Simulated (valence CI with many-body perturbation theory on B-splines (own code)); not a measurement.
## Hyperfine factors and g values of Cs⁵⁺

Calculated by valence CI with perturbative core correlation (CI+MBPT): four valence electrons over a frozen Dirac-Fock core [Kr] 4d10, radial functions for each j: 11 s, 11 p, 9 d, 7 f, 5 g, 2 h, 1 i, with the one-electron correlation potential Σ1, the two-electron term Σ2, the three-electron term Σ3, Breit, model QED; selected CI, second order for the rest, scaled by the run's own slope (own B-spline code, finite nucleus).

Against 29 measured levels this calculation errs by 322 cm⁻¹ on average and by 678 at most. These come from a selection out of Sansonetti, J. Phys. Chem. Ref. Data 38, 761 (2009). Levels without a partner in it may be off by more, other configurations by several thousand cm⁻¹.

A/g_I is the dipole constant over the nuclear g factor μ/I (μ in nuclear magnetons, uniformly magnetised nucleus), B/Q the quadrupole constant per barn. Both hold the static response of the core; the bare values leave it out. Large factors of s and p1/2 electrons are usually good to 5 to 10 %; those of open d and f shells near neutrality can be off by tens of per cent, and small factors of p3/2, d and f electrons come from cancelling terms and can be off by a factor of two or in sign, in half-filled shells by more. B is blank for J = 1/2, where it vanishes, and for nearly pure S terms. Energies count from the lowest level. Levels with J = 0 are left out.

Names give the largest LS component (configuration and term), which can be under half, so a name can repeat, a term be missing and a line seem to break the LS rules; names also repeat where a configuration has a term twice. Letters in brackets count levels of one name in rising energy.

| Level | E (cm⁻¹) | g | A/g_I (MHz) | A/g_I bare | B/Q (MHz/b) | B/Q bare |
| --- | --- | --- | --- | --- | --- | --- |
| 5s²5p² ³P_1 | 12158 | 1.501 | -799 | -922 | 1850 | 1620 |
| 5s²5p² ³P_2 | 17636 | 1.313 | 4050 | 3580 | 70.5 | 48.9 |
| 5s²5p² ¹D_2 | 35079 | 1.188 | 2260 | 2010 | 3550 | 3120 |
| 5s5p³ ⁵S°_2 | 106510 | 1.957 | 12800 | 11500 |  |  |
| 5s5p³ ³D°_1 | 131600 | 0.658 | -8260 | -7540 | 2670 | 2340 |
| 5s5p³ ³D°_2 | 132890 | 1.247 | 7960 | 7280 | 4400 | 3850 |
| 5s5p³ ³D°_3 | 137840 | 1.333 | 11000 | 10000 | -493 | -426 |
| 5s5p³ ³P°_1 | 154080 | 1.386 | 13200 | 12100 | -2910 | -2540 |
| 5s5p³ ³P°_2 | 154690 | 1.289 | 5300 | 4780 | -3900 | -3450 |
| 5s5p³ ¹D°_2 | 168690 | 1.153 | 8140 | 7470 | -1710 | -1540 |
| 4f5s²5p ³G_3 [a] | 174250 | 0.870 | 1920 | 1830 | -583 | -625 |
| 5s5p³ ³S°_1 | 176320 | 1.663 | -3060 | -3100 | -61.9 | -62.5 |
| 4f5s²5p ³F_3 | 177490 | 1.097 | -929 | -712 | -1240 | -1220 |
| 4f5s²5p ³G_4 | 178810 | 1.126 | 1430 | 1400 | -1480 | -1440 |
| 4f5s²5p ³F_2 | 179170 | 0.753 | -1280 | -1070 | -1160 | -1100 |
| 5s²5p5d ³F°_2 | 181860 | 0.710 | 2920 | 2720 | 2290 | 1890 |
| 5s²5p5d ³F°_3 | 187400 | 1.094 | 2070 | 1880 | 2090 | 1690 |
| 4f5s²5p ³G_3 [b] | 190520 | 0.941 | 597 | 554 | 461 | 324 |
| 4f5s²5p ³F_4 | 192430 | 1.162 | 608 | 626 | 1290 | 1040 |
| 4f5s²5p ³G_5 | 194070 | 1.200 | 655 | 643 | 4110 | 3430 |
| 5s5p³ ¹P°_1 | 194950 | 1.261 | -2750 | -2700 | 223 | 200 |
| 4f5s²5p ³D_3 | 196760 | 1.257 | 30.6 | 123 | -895 | -847 |
| 5s²5p5d ³P°_2 [a] | 198050 | 1.284 | 307 | 246 | 820 | 628 |
| 4f5s²5p ³D_2 | 198210 | 1.074 | -31.9 | 24.4 | -879 | -790 |
| 5s²5p5d ³F°_4 | 199110 | 1.250 | 822 | 689 | 4410 | 3700 |
| 5s²5p5d ³D°_1 | 200290 | 0.796 | -3540 | -3270 | 184 | 124 |
| 4f5s²5p ³D_1 | 200480 | 0.498 | -1040 | -756 | 487 | 392 |
| 4f5s²5p ¹G_4 | 205330 | 1.011 | 766 | 724 | 3580 | 2990 |
| 4f5s²5p ¹D_2 | 208630 | 1.005 | -649 | -421 | 1370 | 1110 |
| 5s²5p5d ³D°_2 | 210280 | 1.055 | 451 | 324 | -809 | -757 |
| 5s²5p5d ³D°_3 | 212630 | 1.290 | 1740 | 1510 | -1300 | -1180 |
| 5s²5p5d ³P°_1 | 214550 | 1.259 | 680 | 555 | -1760 | -1490 |
| 5s²5p5d ³P°_2 [b] | 216450 | 1.308 | 2440 | 2190 | -2390 | -2090 |
| 5s²5p5d ¹F°_3 | 227080 | 1.034 | 1230 | 1100 | 3820 | 3230 |
| 5s²5p5d ¹P°_1 | 232570 | 0.984 | 159 | 173 | 514 | 415 |

Task: Take the isotope of mass number 133, with I = 7/2, μ = 2.5778 μN and Q = -0.0034 b. What is the hyperfine structure of 5s²5p² ¹D_2?

Result: From the table A = 1670 MHz, B = -12.1 MHz. Shifts from the centre of gravity in MHz: F = 3/2: -15000, F = 5/2: -10900, F = 7/2: -5010, F = 9/2: 2510, F = 11/2: 11700.
